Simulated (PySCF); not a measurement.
Correlation energy of Sc (scandium, neutral)

[Ar] 3d1 4s2, 2D determinant. Computed with PySCF 2.14 in def2-TZVPPD (6s6p4d2f1g, 67 functions), with no relativity, point nucleus. Frozen: [Ar]; 3 electrons correlated.

```tsv
level	correlation energy (mhartree)
CCSD	-39.41
(T)	-1.07
CCSD(T)	-40.48
```

Diagnostics: T1 = 0.026, D1 = 0.0457, largest double amplitude 0.102.

Cost of the coupled-cluster step: about 11 core-seconds, for 3 correlated electrons.
